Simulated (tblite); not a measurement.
Compound: CH₁₁ClSi₄.
Atom-mapped SMILES: `[SiH3:1][CH2:2][Si@H:3]([Cl:4])[SiH2:5][SiH3:6]` (hydrogens: H7, H8, H9 on Si1; H10, H11 on C2; H12 on Si3; H13, H14 on Si5; H15, H16, H17 on Si6)

Computed with GFN2-xTB (tblite), gas phase: L-BFGS steps from a force-field or distance-geometry start until the largest atomic force falls under 0.01 eV/Å.

Step 48: E = -523.2707 eV
```
atom  x, y, z in Å  |  force x, y, z in eV/Å
Si1     3.1612    0.4100   -0.2612   -0.050  -0.020   0.022
C2      1.5311    0.0941    0.6882   -0.033  -0.016   0.006
Si3     0.2607   -1.1615    0.0051    0.041   0.002   0.041
Cl4     0.2651   -1.1022   -2.0433    0.004   0.006   0.007
Si5    -1.8841   -0.6114    0.7135   -0.019   0.002  -0.014
Si6    -3.0927    0.8549   -0.6238   -0.024   0.007  -0.012
H7      4.2701   -0.1751    0.4928    0.029  -0.018   0.022
H8      3.1371   -0.1764   -1.5959   -0.005  -0.013  -0.043
H9      3.3497    1.8576   -0.3768    0.022   0.022   0.005
H10     1.0210    1.0523    0.8075    0.008  -0.005  -0.026
H11     1.7810   -0.2242    1.7018   -0.018   0.023  -0.016
H12     0.7621   -2.5095    0.3206    0.002   0.048  -0.027
H13    -2.6411   -1.8556    0.9306   -0.020  -0.009  -0.019
H14    -1.7702   -0.0718    2.0803    0.019   0.016   0.018
H15    -2.6824    2.2532   -0.4450    0.016  -0.030   0.021
H16    -4.5340    0.8196   -0.3555    0.003   0.000   0.022
H17    -2.9415    0.5580   -2.0486    0.025  -0.017  -0.006
```

Step 49: E = -523.2713 eV
```
atom  x, y, z in Å  |  force x, y, z in eV/Å
Si1     3.1573    0.4088   -0.2609   -0.012  -0.012   0.009
C2      1.5291    0.0959    0.6912   -0.014  -0.006  -0.003
Si3     0.2643   -1.1611    0.0058   -0.006  -0.008   0.038
Cl4     0.2638   -1.0962   -2.0423    0.006   0.004   0.006
Si5    -1.8821   -0.6130    0.7140   -0.031   0.000  -0.011
Si6    -3.0902    0.8553   -0.6240   -0.022   0.004  -0.015
H7      4.2684   -0.1792    0.4899    0.011  -0.009   0.013
H8      3.1286   -0.1799   -1.5959   -0.002   0.000  -0.023
H9      3.3510    1.8568   -0.3784    0.015  -0.001   0.006
H10     1.0188    1.0541    0.8086    0.004   0.000  -0.022
H11     1.7786   -0.2218    1.7047   -0.014   0.024  -0.005
H12     0.7691   -2.5080    0.3181    0.004   0.043  -0.026
H13    -2.6429   -1.8569    0.9285   -0.004   0.010  -0.019
H14    -1.7701   -0.0711    2.0808    0.018   0.006   0.009
H15    -2.6817    2.2552   -0.4462    0.012  -0.045   0.018
H16    -4.5320    0.8182   -0.3552    0.015   0.002   0.018
H17    -2.9370    0.5551   -2.0487    0.021  -0.009   0.007
```

Step 50: E = -523.2716 eV
```
atom  x, y, z in Å  |  force x, y, z in eV/Å
Si1     3.1552    0.4079   -0.2606    0.016  -0.008  -0.004
C2      1.5276    0.0967    0.6924    0.001   0.005  -0.007
Si3     0.2659   -1.1609    0.0063   -0.039  -0.006   0.023
Cl4     0.2649   -1.0935   -2.0423    0.006   0.002   0.012
Si5    -1.8814   -0.6133    0.7136   -0.031   0.002  -0.003
Si6    -3.0895    0.8555   -0.6241   -0.015  -0.006  -0.013
H7      4.2675   -0.1815    0.4893   -0.004  -0.002   0.003
H8      3.1240   -0.1818   -1.5962    0.000   0.010  -0.005
H9      3.3517    1.8565   -0.3787    0.011  -0.019   0.008
H10     1.0177    1.0550    0.8080   -0.001   0.004  -0.019
H11     1.7768   -0.2202    1.7057   -0.012   0.023   0.005
H12     0.7717   -2.5066    0.3174    0.010   0.027  -0.024
H13    -2.6436   -1.8571    0.9266    0.001   0.015  -0.017
H14    -1.7691   -0.0703    2.0807    0.016  -0.002  -0.001
H15    -2.6810    2.2551   -0.4460    0.012  -0.043   0.017
H16    -4.5308    0.8172   -0.3535    0.013   0.003   0.014
H17    -2.9347    0.5535   -2.0485    0.016  -0.005   0.010
```

Step 51: E = -523.2719 eV
```
atom  x, y, z in Å  |  force x, y, z in eV/Å
Si1     3.1539    0.4070   -0.2596    0.036  -0.006  -0.015
C2      1.5257    0.0973    0.6921    0.013   0.014  -0.009
Si3     0.2670   -1.1617    0.0060   -0.062   0.005   0.006
Cl4     0.2677   -1.0938   -2.0433    0.004   0.000   0.018
Si5    -1.8807   -0.6134    0.7122   -0.026   0.008   0.006
Si6    -3.0899    0.8560   -0.6239   -0.004  -0.019  -0.008
H7      4.2663   -0.1836    0.4908   -0.016   0.002  -0.005
H8      3.1216   -0.1829   -1.5961    0.003   0.017   0.011
H9      3.3534    1.8559   -0.3775    0.008  -0.033   0.009
H10     1.0156    1.0557    0.8045   -0.005   0.008  -0.017
H11     1.7736   -0.2174    1.7061   -0.010   0.023   0.013
H12     0.7743   -2.5054    0.3169    0.016   0.006  -0.019
H13    -2.6439   -1.8566    0.9245    0.002   0.014  -0.013
H14    -1.7661   -0.0689    2.0793    0.012  -0.010  -0.011
H15    -2.6810    2.2546   -0.4448    0.014  -0.031   0.016
H16    -4.5299    0.8164   -0.3492    0.004   0.004   0.010
H17    -2.9345    0.5529   -2.0479    0.011  -0.002   0.008
```

**Question.** Estimate the geometry and energy of step 52. (The exact step hangs on the optimiser's Hessian estimate; all steps are aligned on step 51, rigid shifts and turns removed.)

**Answer.** E = -523.2724 eV, largest force 0.079 eV/Å
```
atom  x, y, z in Å  |  force x, y, z in eV/Å
Si1     3.1534    0.4055   -0.2575    0.047  -0.004  -0.024
C2      1.5225    0.0985    0.6901    0.020   0.020  -0.010
Si3     0.2679   -1.1639    0.0046   -0.074   0.022  -0.015
Cl4     0.2728   -1.0978   -2.0453    0.000   0.000   0.023
Si5    -1.8797   -0.6135    0.7091   -0.017   0.017   0.018
Si6    -3.0917    0.8568   -0.6231    0.012  -0.034   0.001
H7      4.2643   -0.1864    0.4950   -0.025   0.002  -0.010
H8      3.1211   -0.1836   -1.5952    0.007   0.023   0.025
H9      3.3575    1.8544   -0.3741    0.004  -0.040   0.009
H10     1.0111    1.0568    0.7962   -0.005   0.012  -0.014
H11     1.7668   -0.2117    1.7063   -0.008   0.023   0.017
H12     0.7792   -2.5043    0.3158    0.022  -0.020  -0.011
H13    -2.6445   -1.8549    0.9217    0.000   0.007  -0.006
H14    -1.7594   -0.0669    2.0759    0.006  -0.020  -0.022
H15    -2.6821    2.2539   -0.4422    0.018  -0.013   0.014
H16    -4.5293    0.8160   -0.3406   -0.010   0.004   0.004
H17    -2.9369    0.5534   -2.0466    0.005  -0.001   0.001
```

The energy changes by -0.0005 eV. The first-order estimate −F·Δx gives -0.0007 eV and the mean of the old and new forces, exact on a quadratic surface, -0.0005 eV. The step makes an angle of 75° with the force vector and moves no atom by more than 0.010 Å.

What follows is the cost of the whole relaxation. Time: 1.2 s. Hardware: one thread of an Arm Neoverse V2, no GPU, on a shared host.
